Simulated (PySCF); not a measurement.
Al(H)(OMe)(SeH) (CH5AlOSe), SMILES [AlH]([SeH])[O]C.

The structure is a stationary point at PBE-D3(BJ)/def2-SVP. Other conformers were not sampled.

Method: PBE-D3(BJ)/def2-SVP (PySCF).

Frequencies are harmonic and unscaled.

Computed normal modes with their intensities:
```json
[
 {"mode": "1", "ν (cm⁻¹)": "58", "IR (km/mol)": "0.2", "Raman (Å⁴/amu)": "0.4", "depolarisation": "0.75", "moving atoms (share of kinetic energy)": "H 98 %"},
 {"mode": "2", "ν (cm⁻¹)": "65", "IR (km/mol)": "3.2", "Raman (Å⁴/amu)": "1.9", "depolarisation": "0.66", "moving atoms (share of kinetic energy)": "C 46 %, H 23 %, Se 19 %, Al 10 %"},
 {"mode": "3", "ν (cm⁻¹)": "128", "IR (km/mol)": "13.6", "Raman (Å⁴/amu)": "1.6", "depolarisation": "0.75", "moving atoms (share of kinetic energy)": "O 44 %, H 39 %, C 9 %"},
 {"mode": "4", "ν (cm⁻¹)": "213", "IR (km/mol)": "8.6", "Raman (Å⁴/amu)": "0.5", "depolarisation": "0.75", "moving atoms (share of kinetic energy)": "O 60 %, Al 15 %, H 11 %, Se 10 %"},
 {"mode": "5", "ν (cm⁻¹)": "219", "IR (km/mol)": "0.1", "Raman (Å⁴/amu)": "3.0", "depolarisation": "0.75", "moving atoms (share of kinetic energy)": "H 77 %, O 13 %, Al 10 %"},
 {"mode": "6", "ν (cm⁻¹)": "367", "IR (km/mol)": "16.9", "Raman (Å⁴/amu)": "20.5", "depolarisation": "0.17", "moving atoms (share of kinetic energy)": "Al 60 %, Se 22 %, H 13 %"},
 {"mode": "7", "ν (cm⁻¹)": "437", "IR (km/mol)": "78.4", "Raman (Å⁴/amu)": "0.6", "depolarisation": "0.75", "moving atoms (share of kinetic energy)": "H 84 %, Al 15 %"},
 {"mode": "8", "ν (cm⁻¹)": "555", "IR (km/mol)": "42.2", "Raman (Å⁴/amu)": "7.4", "depolarisation": "0.75", "moving atoms (share of kinetic energy)": "H 87 %"},
 {"mode": "9", "ν (cm⁻¹)": "624", "IR (km/mol)": "79.5", "Raman (Å⁴/amu)": "11.0", "depolarisation": "0.75", "moving atoms (share of kinetic energy)": "H 85 %"},
 {"mode": "10", "ν (cm⁻¹)": "718", "IR (km/mol)": "147.6", "Raman (Å⁴/amu)": "11.9", "depolarisation": "0.11", "moving atoms (share of kinetic energy)": "Al 47 %, O 18 %, C 17 %, H 17 %"},
 {"mode": "11", "ν (cm⁻¹)": "1139", "IR (km/mol)": "38.8", "Raman (Å⁴/amu)": "4.3", "depolarisation": "0.70", "moving atoms (share of kinetic energy)": "H 67 %, C 23 %, O 10 %"},
 {"mode": "12", "ν (cm⁻¹)": "1145", "IR (km/mol)": "0.0", "Raman (Å⁴/amu)": "1.0", "depolarisation": "0.75", "moving atoms (share of kinetic energy)": "H 76 %, C 19 %"},
 {"mode": "13", "ν (cm⁻¹)": "1204", "IR (km/mol)": "265.5", "Raman (Å⁴/amu)": "15.7", "depolarisation": "0.17", "moving atoms (share of kinetic energy)": "O 54 %, C 33 %, H 10 %"},
 {"mode": "14", "ν (cm⁻¹)": "1418", "IR (km/mol)": "1.0", "Raman (Å⁴/amu)": "19.0", "depolarisation": "0.75", "moving atoms (share of kinetic energy)": "H 97 %"},
 {"mode": "15", "ν (cm⁻¹)": "1424", "IR (km/mol)": "1.4", "Raman (Å⁴/amu)": "30.5", "depolarisation": "0.64", "moving atoms (share of kinetic energy)": "H 95 %"},
 {"mode": "16", "ν (cm⁻¹)": "1432", "IR (km/mol)": "23.7", "Raman (Å⁴/amu)": "12.5", "depolarisation": "0.73", "moving atoms (share of kinetic energy)": "H 90 %, C 9 %"},
 {"mode": "17", "ν (cm⁻¹)": "1930", "IR (km/mol)": "135.5", "Raman (Å⁴/amu)": "172.9", "depolarisation": "0.19", "moving atoms (share of kinetic energy)": "H 96 %"},
 {"mode": "18", "ν (cm⁻¹)": "2357", "IR (km/mol)": "7.3", "Raman (Å⁴/amu)": "146.0", "depolarisation": "0.31", "moving atoms (share of kinetic energy)": "H 99 %"},
 {"mode": "19", "ν (cm⁻¹)": "2908", "IR (km/mol)": "93.0", "Raman (Å⁴/amu)": "165.5", "depolarisation": "0.01", "moving atoms (share of kinetic energy)": "H 97 %"},
 {"mode": "20", "ν (cm⁻¹)": "2984", "IR (km/mol)": "51.5", "Raman (Å⁴/amu)": "109.6", "depolarisation": "0.42", "moving atoms (share of kinetic energy)": "H 91 %, C 9 %"},
 {"mode": "21", "ν (cm⁻¹)": "3000", "IR (km/mol)": "33.5", "Raman (Å⁴/amu)": "148.3", "depolarisation": "0.75", "moving atoms (share of kinetic energy)": "H 90 %, C 10 %"}
]
```
